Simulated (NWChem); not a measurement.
System: H2 cation, doublet

Here is an NWChem input.

```
start job
memory heap 200 mb stack 900 mb global 1100 mb
charge 1
geometry units angstroms noautosym nocenter noautoz
  H      0.000000     0.000000    -0.550426
  H      0.000000     0.000000     0.550426
end
basis spherical
  * library def2-tzvp
end
dft
  odft
  mult 2
  xc xcamb88 1.00 lyp 0.81 vwn_5 0.19 hfexch 1.00
  cam 0.33 cam_alpha 0.19 cam_beta 0.46
  iterations 150
end
property
  hyperfine
end
task dft property
```

NWChem printed, in part:

```
             Northwest Computational Chemistry Package (NWChem) 7.3.0
             --------------------------------------------------------

                             Geometry "geometry" -> ""
                             -------------------------

 Output coordinates in angstroms (scale by  1.889725989 to convert to a.u.)

  No.       Tag          Charge          X              Y              Z
 ---- ---------------- ---------- -------------- -------------- --------------
    1 H                    1.0000     0.00000000     0.00000000    -0.55042600
    2 H                    1.0000     0.00000000     0.00000000     0.55042600

 Effective nuclear repulsion energy (a.u.)       0.4806979040

                              NWChem Property Module
                              ----------------------

  itol2e modified to match energy
  convergence criterion.

                                 NWChem DFT Module
                                 -----------------

 Summary of "ao basis" -> "ao basis" (spherical)
 ------------------------------------------------------------------------------
       Tag                 Description            Shells   Functions and Types
 ---------------- ------------------------------  ------  ---------------------
 H                         def2-tzvp                 4        6   3s1p

  itol2e modified to match energy
  convergence criterion.

            General Information
            -------------------
          SCF calculation type: DFT
          Wavefunction type:  spin polarized.
          No. of atoms     :     2
          No. of electrons :     1
           Alpha electrons :     1
            Beta electrons :     0
          Charge           :     1
          Spin multiplicity:     2
          Use of symmetry is: off; symmetry adaption is: off
          Maximum number of iterations: 150
          AO basis - number of functions:    12
                     number of shells:     8
          Convergence on energy requested:  1.00D-07
          Convergence on density requested:  1.00D-05
          Convergence on gradient requested:  5.00D-04

              XC Information
              --------------
                     Hartree-Fock (Exact) Exchange  1.000
                   CAM-Becke88 Exchange Functional  1.000
                      VWN V Correlation Functional  0.190 local
              Lee-Yang-Parr Correlation Functional  0.810

           Range-Separation Parameters
           ---------------------------
           Alpha           :  0.19
           Beta            :  0.46
           Gamma           :  0.33
           Short-Range HF  :     F

             Grid Information
             ----------------
          Grid used for XC integration:  fine
          Radial quadrature: Mura-Knowles
          Angular quadrature: Lebedev.
          Tag              B.-S. Rad. Rad. Pts. Rad. Cut. Ang. Pts.
          ---              ---------- --------- --------- ---------
          H                   0.35       60           7.0       590
          Grid pruning is: on
          Number of quadrature shells:   120
          Spatial weights used:  Erf1

      Superposition of Atomic Density Guess
      -------------------------------------

 Sum of atomic energies:          -0.99961840

 Renormalizing density from       2.00 to      1

      Non-variational initial energy
      ------------------------------

 Total energy =      -0.476797
 1-e energy   =      -0.957495
 2-e energy   =       0.000000
 HOMO         =      -1.081169
 LUMO         =      -0.672293

   convergence    iter        energy       DeltaE   RMS-Dens  Diis-err
 ---------------- ----- ----------------- --------- --------- ---------
 d= 0,ls=0.0,diis     1     -0.6032667573 -1.08D+00  2.04D-03  2.75D-03
                                                     0.00D+00  0.00D+00
 d= 0,ls=0.0,diis     2     -0.6038777427 -6.11D-04  2.96D-04  5.96D-05
                                                     0.00D+00  0.00D+00
 d= 0,ls=0.0,diis     3     -0.6038925443 -1.48D-05  1.06D-05  3.61D-08
                                                     0.00D+00  0.00D+00
 d= 0,ls=0.0,diis     4     -0.6038925557 -1.14D-08  1.74D-07  5.80D-12
                                                     0.00D+00  0.00D+00

         Total DFT energy =       -0.603892555749
      One electron energy =       -1.080502505173
           Coulomb energy =        0.322298410139
    Exchange-Corr. energy =       -0.326386364702
 Nuclear repulsion energy =        0.480697903987

 Numeric. integr. density =        0.999999981185

                    DFT Final Alpha Molecular Orbital Analysis
                    ------------------------------------------

 Vector    1  Occ=1.000000D+00  E=-9.665776D-01
              MO Center= -5.8D-13,  9.7D-13, -1.4D-11, r^2= 7.2D-01
   Bfn.  Coefficient  Atom+Function         Bfn.  Coefficient  Atom+Function
  ----- ------------  ---------------      ----- ------------  ---------------
     2      0.366993  1 H  s                  8      0.366993  2 H  s
     1      0.205053  1 H  s                  7      0.205053  2 H  s
     3      0.069336  1 H  s                  9      0.069336  2 H  s
     6      0.042377  1 H  pz                12     -0.042377  2 H  pz

 Vector    2  Occ=0.000000D+00  E=-3.748774D-01
              MO Center= -2.0D-13, -1.5D-12,  2.2D-11, r^2= 1.5D+00
   Bfn.  Coefficient  Atom+Function         Bfn.  Coefficient  Atom+Function
  ----- ------------  ---------------      ----- ------------  ---------------
     3      0.597713  1 H  s                  9     -0.597713  2 H  s
     2      0.487784  1 H  s                  8     -0.487784  2 H  s
     1      0.204464  1 H  s                  7     -0.204464  2 H  s

 Vector    3  Occ=0.000000D+00  E=-4.634320D-02
              MO Center= -1.4D-13, -8.9D-14,  5.8D-11, r^2= 3.4D+00
   Bfn.  Coefficient  Atom+Function         Bfn.  Coefficient  Atom+Function
  ----- ------------  ---------------      ----- ------------  ---------------
     3      0.880050  1 H  s                  9      0.880050  2 H  s
     2     -0.710884  1 H  s                  8     -0.710884  2 H  s
     1     -0.080526  1 H  s                  7     -0.080526  2 H  s
     6     -0.045127  1 H  pz                12      0.045127  2 H  pz

 Vector    4  Occ=0.000000D+00  E= 7.485838D-02
              MO Center=  3.4D-13, -1.6D-13, -6.1D-11, r^2= 4.1D+00
   Bfn.  Coefficient  Atom+Function         Bfn.  Coefficient  Atom+Function
  ----- ------------  ---------------      ----- ------------  ---------------
     3      2.090087  1 H  s                  9     -2.090087  2 H  s
     2     -0.983595  1 H  s                  8      0.983595  2 H  s
     1     -0.131836  1 H  s                  7      0.131836  2 H  s

                     DFT Final Beta Molecular Orbital Analysis
                     -----------------------------------------

[...]

          ----------------------
          Hyperfine Interactions
          ----------------------

 Total Spin Density (Fermi Contact Term)
 ------------------ --------------------
     Atom            x         y         z       Density (a.u.)      Aiso(MHz)     Aiso(Gauss)
     1   1-H      0.00000   0.00000  -1.04015       0.198861        888.885287     317.175838
     2   1-H      0.00000   0.00000   1.04015       0.198861        888.885287     317.175838

           -------------------------------------------
           Anisotropic Interaction (Spin-Dipolar Term)
           -------------------------------------------

 ------------------------------------------------------------
     Atom            x         y         z
 ------------------------------------------------------------
     1   1-H      0.00000   0.00000  -1.04015

   Spin-Dipolar term (a.u.)
        xx             yy             zz             xy             xz             yz
 ------------------------------------------------------------------------------------------
      -0.071231      -0.071231       0.142463      -0.000000      -0.000000       0.000000

   Principal Comp. of -hf- tensor (au)            Anisotropic -hfcc- (MHz)               Anisotropic -hfcc- (Gauss)
 --------------------------------------------------------------------------------------------------------------------------
     -0.071231    -0.071231     0.142463     -38.005608   -38.005608    76.011216     -13.561323   -13.561323    27.122646

   Orientation of the principal axis of Hyperfine Tensor w.r.t absolute (molecular) frame
 --------------------------------------------------------------------------------------------------------------------------
      1.000000    -0.000000    -0.000000
     -0.000000     1.000000     0.000000
     -0.000000     0.000000     1.000000

 ------------------------------------------------------------
     Atom            x         y         z
 ------------------------------------------------------------
     2   1-H      0.00000   0.00000   1.04015

   Spin-Dipolar term (a.u.)
        xx             yy             zz             xy             xz             yz
 ------------------------------------------------------------------------------------------
      -0.071231      -0.071231       0.142463       0.000000       0.000000      -0.000000

   Principal Comp. of -hf- tensor (au)            Anisotropic -hfcc- (MHz)               Anisotropic -hfcc- (Gauss)
 --------------------------------------------------------------------------------------------------------------------------
     -0.071231    -0.071231     0.142463     -38.005608   -38.005608    76.011216     -13.561323   -13.561323    27.122646

   Orientation of the principal axis of Hyperfine Tensor w.r.t absolute (molecular) frame
 --------------------------------------------------------------------------------------------------------------------------
      1.000000     0.000000     0.000000
      0.000000     1.000000    -0.000000
      0.000000    -0.000000     1.000000
```

Level: CAM-B3LYP/def2-TZVP, spin-unrestricted, contact and dipolar terms. Coordinates come from a PBE0/def2-SVP, spin-unrestricted optimisation. No stability test was run on the SCF state.
